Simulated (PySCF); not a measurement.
## Correlation energy of Ar⁺ (argon, charge +1)

Starting occupation: [Ne] 3s2 3p5, 3p1/2 with m_j = -1/2, +1/2, 3p3/2 with m_j = -1/2, +1/2, +3/2. All numbers are calculated (PySCF 2.14, X2C-1e with screened-nucleus spin-orbit coupling, Gaussian nucleus, in an uncontracted even-tempered set (19 s from 0.026 bohr⁻², ratio 2.8; 13 p from 0.034 bohr⁻², ratio 2.8; 5 d from 1 bohr⁻², ratio 3)). Frozen: 1s2; 15 electrons correlated; the 42 highest virtual spinors left out.

MP2 pair energies summed by pair of shells (mhartree):

```tsv
pair	energy	share (%)
2p-2p	-172.90	42.2
3p-3p	-78.24	19.1
2p-3p	-41.07	10.0
3p-3s	-38.67	9.4
2p-2s	-38.16	9.3
2p-3s	-15.15	3.7
2s-2s	-8.56	2.1
3s-3s	-8.23	2.0
2s-3p	-5.84	1.4
2s-3s	-2.91	0.7
```

Total MP2 correlation energy: -409.74 mhartree.

The GHF reference relaxed away from the jj start to a determinant that is no pure jj level (⟨S²⟩ = 0.75, ⟨J²⟩ = 3.76); the energies belong to that determinant.
